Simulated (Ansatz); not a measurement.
Gas-phase electronic energies from Ansatz, PBE0-D4/def2-TZVP geometries. CCSD(T)/CBS adds triple-zeta CCSD(T) − MP2 to the extrapolated MP2 energy (def2 sets, frozen cores). Functionals use def2-TZVPP. For Ge outer-core shells are correlated without core-valence functions, which leaves a few kJ/mol of doubt a bond. Scalar relativity is left out up to krypton. Each species was taken in one conformer, which may not be the lowest.

Reaction (substitution at a C–O bond): `C[O][Ge]([OH])([Cl])[Cl]` + `CNCO` → `CNCOC` + `[OH][Ge]([OH])([Cl])[Cl]`

| level | ΔE (eV) |
| --- | --- |
| PBE0-D4 | -0.16 |
| ωB97X-V | -0.16 |

What does CCSD(T)/CBS give? (An estimate is asked.)

Computed: -0.15 eV. The listed levels differ from it by -0.01, -0.01 eV.

Largest T1 diagnostic among the species: 0.011.

In def2-TZVPP, CCSD(T) changes the Hartree–Fock value by −0.04 eV (the triples alone add −0.01 eV) and MP2 by −0.06 eV.
